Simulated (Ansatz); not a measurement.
Harmonic frequencies (cm⁻¹) at PBE0-D4/def2-TZVP from Ansatz: 142, 201, 290, 552, 634, 908, 951, 1046, 1136, 1168, 1180, 1188, 1199, 1369, 1465, 1480, 1500, 2452, 2524, 2557, 3068, 3156, 3191, 3840.

Which molecule is it?
A. `[BH3-][OH+]C`
B. `[OH][Al-]([OH])([OH])[OH2+]`
C. `[SiH3][OH+][InH3-]`
D. `C[OH+][AlH3-]`

A.
